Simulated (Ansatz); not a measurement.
Reaction (redistribution): `CB(N)N` + `[F][SnH2][CH2]Cl` → `NBN` + `[CH3][SnH]([F])[CH2]Cl`

Gas-phase electronic energies from Ansatz, PBE0-D4/def2-TZVP geometries. CCSD(T)/CBS adds triple-zeta CCSD(T) − MP2 to the extrapolated MP2 energy (def2 sets, frozen cores). Functionals use def2-TZVPP. B3LYP here is the variant with VWN-RPA as its local correlation; programs differ in this. Elements past krypton have def2 core potentials. For Sn outer-core shells are correlated without core-valence functions, which leaves a few kJ/mol of doubt a bond. Each species was taken in one conformer, which may not be the lowest.

(1) Is it downhill or uphill in electronic energy at CCSD(T)/CBS, and by how much? (Best estimate.)

(2) What do these levels give: r2SCAN-D4, PBE0-D4, B3LYP-D4, B2PLYP, r2SCAN, PBE0, HF/def2-TZVPP, MP2/def2-TZVPP, CCSD/def2-TZVPP, HF/def2-QZVPP, MP2/def2-QZVPP, CCSD/CBS(def2)? (Estimate.)

Largest T1 diagnostic among the species: 0.012.

Results:

(1) Ansatz gave: Nearly level: ΔE = -0.03 eV.

(2) The calculation gave: r2SCAN-D4 0.05, PBE0-D4 0.05, B3LYP-D4 0.02, B2PLYP 0.01, r2SCAN 0.05, PBE0 0.06, HF/def2-TZVPP 0.07, MP2/def2-TZVPP -0.03, CCSD/def2-TZVPP 0.02, HF/def2-QZVPP 0.07, MP2/def2-QZVPP -0.05, CCSD/CBS(def2) -0.01 eV.

In def2-TZVPP, CCSD(T) changes the Hartree–Fock value by −0.06 eV (the triples alone add −0.02 eV) and MP2 by −0.11 eV.
